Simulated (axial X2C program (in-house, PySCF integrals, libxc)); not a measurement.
## ClCoCl⁺: properties at the nuclei

Computed with an in-house all-electron X2C program for linear molecules (integrals from PySCF): two-component X2C with atomic mean-field Coulomb and Gaunt terms, Gaussian nuclei, basis Cl dyall-av3z, Co dyall-v3z with contracted cores.

Cl–Co–Cl held linear, with bonds 2.033 and 2.033 Å (near the PBE0 minimum at charge 1 of the determinant lowest at the starting distance; the state shown can have its own minimum elsewhere, held linear; other orders of the atoms were not compared).

Determinant lowest in the PBE0 search, Ω = 4 (⟨Sz⟩ = 2.00, ⟨Lz⟩ = 2.00 at PBE0), spin on the atoms Cl 0.25, Co 1.50, Cl 0.25:

```tsv
level	A∥/gI Cl (MHz)	qzz Cl (a.u.)	A∥/gI Co (MHz)	qzz Co (a.u.)
PBE0	-20.1	0.23	490	-1.05
HF	-5.7	1.06	464	-0.58
PBE	-16.1	0.26	513	-1.25
```

A∥ (defined per Ω) follows by multiplying with gI = μI/(I μN); qzz is the electric field gradient, eQq0 = 234.96 MHz × Q/barn × qzz. The operators were transformed with the bare-nucleus X2C matrices; with these basis sets, hyperfine constants and field gradients can be off by tens of per cent, and where levels differ in sign neither size nor sign is settled.

(1) With gI(59Co) = 1.3220 (g factors from the IAEA table of nuclear moments by Stone), turn the PBE0 values of the first state into constants in MHz.

The molecule was held linear; bending was not examined, so a bent shape may lie lower.

Each state is one determinant with collinear spin, which with several unpaired electrons need not be a pure state. Unrestricted Hartree–Fock can overshoot spin polarisation at the nuclei. With several open shells hyperfine constants can be off by a factor of several. Open-shell Ω = 0 determinants with evenly filled partner blocks cannot be reached by this program, so the Ω shown need not be the lowest component. The search compared states at one distance, so a state with another bond length can lie lower. Further determinants of the search, some of them spin-mixed, are not shown. Where a field gradient or hyperfine factor spreads by more than a factor of two over the levels, a constant derived from it is not to be relied on.

Results:

(1) A∥(59Co) = 490 × 1.3220 = 648 MHz.
